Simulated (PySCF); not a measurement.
**From a computed spectrum to the compound**

A species of 3 atoms with charge 0 has these harmonic modes (PBE, small Gaussian bases with core potentials, PySCF 2.14.0):

```tsv
cm⁻¹	km/mol	symmetry
46	0.7	π
46	0.7	π
314	103.0	σ+
2068	325.0	σ+
```

Question: Which species is it, and in which structure?

Answer: Tl(NC) (singlet):
```xyz
3

Tl    0.0000    0.0000   -0.3213
N     0.0000    0.0000    1.9815
C     0.0000    0.0000    3.1762
```
Ideal gas at 298.15 K and 1 bar: S = 297.0 J/(mol K), Cp = 52.6 J/(mol K), H − H(0 K) = 14.2 kJ/mol (rigid rotor, harmonic modes, spin degeneracy alone; the modes under 60 cm⁻¹ make these uncertain). 
 This is one of several that fit.
